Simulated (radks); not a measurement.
The numbers below are computed, except where a source is named.
The antimony ion Sb40+, 11 electrons, occupied as [Ne] 3s1.

Code: a radial shooting solver on a logarithmic mesh with Libxc functionals. Model: Dirac Kohn-Sham, PBE, spin-unpolarised, spherical densities, point nucleus.

Energy parts (eV):
| part | energy |
|---|---|
| total | -136828.544 |
| kinetic | 145901.650 |
| electron-nucleus | -295585.975 |
| Hartree | 15308.514 |
| exchange-correlation | -2452.732 |

Orbitals (lengths in bohr, moments of r in powers of bohr; <r^-3> diverges for s and p1/2; r(90%) holds 90 % of the orbital's charge):
| orbital | occ. | eigenvalue (eV) | <r> | <r^-3> | r(90%) | <1/r> |
|---|---|---|---|---|---|---|
| 1s1/2 | 2 | -32866.12 | 0.02840 | - | 0.0510 | 54.36 |
| 2s1/2 | 2 | -7031.151 | 0.1200 | - | 0.185 | 12.87 |
| 2p1/2 | 2 | -6770.814 | 0.1011 | - | 0.165 | 12.81 |
| 2p3/2 | 4 | -6508.725 | 0.1063 | 4779 | 0.172 | 11.91 |
| 3s1/2 | 1 | -2865.762 | 0.2885 | - | 0.418 | 5.272 |

The highest occupied level is 3s1/2 at -2865.8 eV. For comparison, the ionisation energy in NIST's Atomic Spectra Database is 2900.0 eV (semi-empirical). In exact Kohn-Sham theory the highest level is minus the ionisation energy, but local and semilocal functionals leave it too shallow, through self-interaction and a potential that decays too fast; potentials with the right tail come closer.

Beside tabulated values, note that spin-unpolarised runs miss the spin-polarisation part of the exchange energy of open shells.
